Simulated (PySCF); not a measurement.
A PySCF script (with the pyscf-properties extension) for the NMR shieldings of `C[C@@H]([SiH3])[Si@@](N)(C=O)C[SiH3]`, C$_{4}$H$_{15}$NOSi$_{3}$, on a GFN2-xTB geometry:

```python
import basis_set_exchange as bse
import numpy as np
from pyscf import gto, dft
from pyscf.prop import nmr

atoms = """
C     2.222557   -0.131499    1.511405
C     1.331003    0.663945    0.553451
Si    2.297151    1.159570   -1.009770
Si   -0.279677   -0.297112    0.145103
N    -0.068122   -1.826142   -0.611073
C    -1.093161   -0.754366    1.822262
O    -1.139065   -1.881062    2.250622
C    -1.473477    0.782399   -0.865154
Si   -3.208382    0.046458   -1.108115
H     2.549718   -1.060879    1.049539
H     1.687934   -0.385777    2.426323
H     3.109938    0.438209    1.784582
H     1.047440    1.591910    1.060935
H     3.533613    1.845445   -0.624102
H     1.485590    2.052396   -1.838266
H     2.639979   -0.039546   -1.781356
H    -0.066857   -2.648391   -0.029169
H     0.520722   -1.946676   -1.417187
H    -1.528233    0.066273    2.434834
H    -1.564573    1.758294   -0.388954
H    -1.026737    0.967850   -1.840533
H    -3.133911   -1.174290   -1.908909
H    -3.809232   -0.237517    0.197996
H    -4.045950    1.030272   -1.806910
"""
names = dict.fromkeys(["C", "Si", "N", "O", "H"], "pcSseg-1")
basis = {el: gto.basis.parse(bse.get_basis(n, elements=[el], fmt="nwchem")) for el, n in names.items()}
mol = gto.M(atom=atoms, basis=basis, charge=0, verbose=0)
mf = dft.RKS(mol, xc="PBE0")
mf.grids.level = 2
mf.grids.alignment = dft.numint.BLKSIZE   # the property module wants whole blocks of grid points
mf.conv_tol = 1e-9
mf.kernel()

calc = nmr.RKS(mf)   # GIAO
C = mf.mo_coeff
Co = C[:, mf.mo_occ > 0]
resp = mf.gen_response(singlet=True, hermi=2)
def vind(x):   # induced exchange potential for any number of trial vectors
    d = np.einsum("pi,xij,qj->xpq", C, 2 * x.reshape(-1, C.shape[1], Co.shape[1]), Co, optimize=True)
    return np.einsum("xpq,pi,qj->xij", resp(d - d.transpose(0, 2, 1)), C, Co, optimize=True).ravel()
mo1, _ = nmr.rhf.solve_mo1(calc, with_cphf=vind)
sigma = calc.kernel(mo1)
for i, s in enumerate(sigma):   # ppm
    w = np.linalg.eigvalsh((s + s.T) / 2)
    print("%2d %-2s iso %8.1f  s11 %8.1f  s22 %8.1f  s33 %8.1f" % (i, mol.atom_pure_symbol(i), w.mean(), *w))
```

Question: What are the results?

Answer: 
```
 0 C  iso    173.6  s11    162.4  s22    169.6  s33    188.7
 1 C  iso    180.6  s11    163.5  s22    184.6  s33    193.6
 2 Si iso    419.0  s11    382.5  s22    401.1  s33    473.3
 3 Si iso    368.6  s11    314.6  s22    391.2  s33    400.2
 4 N  iso    264.7  s11    241.2  s22    264.2  s33    288.9
 5 C  iso    -64.3  s11   -201.6  s22    -85.3  s33     94.1
 6 O  iso   -593.8  s11  -1658.9  s22   -550.2  s33    427.5
 7 C  iso    193.2  s11    181.3  s22    194.0  s33    204.4
 8 Si iso    425.8  s11    403.5  s22    409.0  s33    465.0
 9 H  iso     30.8  s11     26.8  s22     29.2  s33     36.5
10 H  iso     30.7  s11     25.1  s22     29.2  s33     37.8
11 H  iso     30.6  s11     25.1  s22     28.4  s33     38.2
12 H  iso     31.3  s11     26.5  s22     29.8  s33     37.5
13 H  iso     27.9  s11     24.4  s22     25.4  s33     33.8
14 H  iso     27.7  s11     23.4  s22     27.1  s33     32.5
15 H  iso     28.1  s11     24.4  s22     27.3  s33     32.5
16 H  iso     30.6  s11     22.8  s22     25.2  s33     43.8
17 H  iso     31.6  s11     24.2  s22     28.1  s33     42.6
18 H  iso     19.4  s11     12.2  s22     21.4  s33     24.7
19 H  iso     31.9  s11     25.6  s22     30.9  s33     39.0
20 H  iso     31.6  s11     26.5  s22     31.1  s33     37.3
21 H  iso     27.7  s11     23.6  s22     26.7  s33     32.6
22 H  iso     28.0  s11     24.0  s22     26.8  s33     33.1
23 H  iso     27.7  s11     23.9  s22     25.3  s33     33.8
```

These numbers come from an equivalent density-fitted implementation of the same equations, which agrees with the script to about 0.01 ppm for H and up to a few tenths of a ppm for heavy atoms, so last digits may differ.

Question: Turn these shieldings into chemical shifts. Scale: ¹³C (σref 186.93), ²⁹Si (σref 349.16), ¹H (σref 31.72) against TMS; ¹⁵N (σref 267.73) against NH3; ¹⁷O (σref 336.08) vs H2O (reference shieldings calculated alike).

Answer: Averaging equivalent atoms: C 5: 251.2; C 0: 13.4; C 1: 6.4; C 7: -6.3; Si 3: -19.5; Si 2: -69.8; Si 8: -76.7; N 4: 3.0; O 6: 929.9; H 18: 12.30; H 21/22/23: 3.95; H 13/14/15: 3.86; H 9/10/11: 1.02; H 16/17: 0.62; H 12: 0.45; H 20: 0.11; H 19: -0.16 ppm. Unscaled 17O shifts of doubly bonded oxygen tend to come out too high, by tens of ppm or more. Experimental scales use liquid or dissolved standards, which lie at an offset from isolated NH3 (liquid NH3: subtract about 20 ppm) and H2O (liquid H2O: subtract about 36 ppm).

Size and cost of the density-fitted run: 249 basis functions, 73 s wall time on 1 thread of an Arm Neoverse V1, shared host; peak memory 1.2 GiB.
